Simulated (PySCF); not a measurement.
**Ru²⁺ (ruthenium, charge +2) across methods**

[Kr] 4d6, high-spin 5D determinant. Computed with PySCF 2.14 in aug-cc-pwCVDZ-PP with ECP28MDF, with a scalar-relativistic core potential.

```tsv
method	E (hartree)	mean ε 4p β (eV)	mean ε 4d α (eV)	mean ε 4d β (eV)	Σ⟨r²⟩ (bohr²)	⟨S²⟩
LDA	-93.3595	-64.793	-25.370	-22.557	28.03	6.001
wB97M-V	-93.5229	-70.180	-29.410	-26.648	27.67	6.001
r2SCAN0	-93.6060	-67.885	-27.376	-24.068	27.49	6.002
UHF	-93.03555	-74.034	-31.867	-27.817	27.37	6.003
PBE0	-93.5919	-67.347	-27.078	-24.114	27.63	6.001
r2SCAN	-93.6286	-65.515	-25.597	-22.440	27.58	6.002
PBE	-93.5924	-64.682	-25.229	-22.537	27.82	6.001
M06-2X	-93.5001	-69.860	-28.852	-26.065	27.64	6.002
```

(1) Estimate the same row for CAM-B3LYP.

Energies and moments cover only the electrons outside the core potential.

Answers

(1) E (hartree) = -93.5500; mean ε 4p β (eV) = -68.876; mean ε 4d α (eV) = -28.464; mean ε 4d β (eV) = -25.687; Σ⟨r²⟩ (bohr²) = 27.75; ⟨S²⟩ = 6.001.
